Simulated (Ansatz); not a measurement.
This geometry of CH3AlS2 (7 atoms, charge 0, multiplicity 1) is a first-order saddle point.

Computed with RKS BHLYP-D4/6-31G* in Ansatz 0.2.0.

```xyz
7
Properties=species:S:1:pos:R:3
S -2.543 0.895 0.005
Al -0.411 0.447 0.038
C 1.121 -0.626 0.406
S 1.555 1.081 -0.403
H -2.723 0.350 -1.206
H 1.436 -1.442 -0.229
H 1.564 -0.706 1.390
```

(1) Which two structures does it join? (They come from a converged band through this point; their orientation in space is the band's.)

(2) How far does it lie above each of them?

Answers

(1) No bond is made or broken. The dihedral H5–S1–Al2–S4 goes from 0 to 180°.

First end point:

```xyz
7
Properties=species:S:1:pos:R:3
S -2.639 0.221 -0.194
Al -0.481 0.120 -0.092
C 1.178 -0.632 0.463
S 1.388 0.941 -0.645
H -2.662 1.314 -0.965
H 1.619 -1.497 -0.013
H 1.598 -0.468 1.445
```

Last end point:

```xyz
7
Properties=species:S:1:pos:R:3
S -2.338 1.092 -0.802
Al -0.303 0.508 -0.362
C 1.057 -0.576 0.421
S 1.759 0.901 -0.610
H -2.891 0.090 -0.107
H 1.368 -1.522 0.000
H 1.348 -0.493 1.459
```

(2) 0.162 eV above the first and 0.149 eV above the second. This is the barrier of this one path; another mechanism may lie lower.

Time of the run: 2 min on 1 thread of Arm Neoverse V2, with other jobs on the host, peak memory 0.15 GiB.
